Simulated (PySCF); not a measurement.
(E)-3-chloropent-3-en-1-yne (C5H5Cl), SMILES C(=C(\Cl)C#C)/C.

The structure is a stationary point at B3LYP-D3(BJ)/def2-SVP.

Two levels are set side by side: PBE/def2-TZVP (PySCF) and M06-2X/def2-TZVP (PySCF). Same geometry, gas phase. Differences are taken from unrounded values.

| quantity | M06-2X | PBE | PBE minus M06-2X |
|---|---|---|---|
| orbital gap (eV) | 7.82 | 3.87 | -3.95 |
| highest occupied level (eV) | -8.10 | -5.90 | 2.20 |
| lowest empty level (eV) | -0.28 | -2.03 | -1.75 |
| dipole moment (D) | 2.12 | 1.97 | -0.15 |
| mean polarisability (bohr³) | 72.5 | 75.6 | 3.2 |

Without exact exchange PBE keeps part of each electron's self-repulsion, which lifts occupied levels and narrows the gap. PBE's more diffuse valence density responds more strongly to a field. Differences between two approximate levels are no errors against the true value.

Rough cost on one machine, each run with all the roots and properties that it gave: M06-2X against PBE about 4 times.
